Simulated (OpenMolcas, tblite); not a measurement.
**C2HCl2Si (SMILES C#C[Si](Cl)Cl): the vertical energy of the quartet above the doublet, rung by rung**

C2HCl2Si: 6 atoms, total charge 0, spin state doublet. As SMILES, `C#C[Si](Cl)Cl`. The coordinates come from a PBE0-D4/def2-TZVP relaxation.

```xyz
6

C     1.3245    0.4835    1.1115
C     0.5215    0.0954    0.2972
Si   -0.5044   -0.5838   -1.0218
Cl   -1.9140   -1.8306   -0.2261
Cl   -1.4060    0.9370   -2.0463
H     2.0204    0.8345    1.8394
```

Each level gives the vertical energy of the quartet above the doublet (eV). The values are calculated.

```
            level                   kind     program  value (eV)  less CCSD(T)/cc-pVDZ
        IPEA1-xTB         semi-empirical      tblite        6.19                 +0.81
      UHF/cc-pVDZ           Hartree–Fock  OpenMolcas        4.29                 -1.09
   USVWN5/cc-pVDZ                    LDA  OpenMolcas        5.25                 -0.13
     UPBE/cc-pVDZ                    GGA  OpenMolcas        5.03                 -0.35
 U-r2SCAN/cc-pVDZ               meta-GGA  OpenMolcas        4.84                 -0.54
   UB3LYP/cc-pVDZ          global hybrid  OpenMolcas        5.10                 -0.28
ROCCSD(T)/cc-pVDZ  coupled cluster or CI  OpenMolcas        5.38                  0.00
```

ROCCSD(T)/cc-pVDZ is the highest level here, not the true value. The values span 4.29 to 6.19 eV.
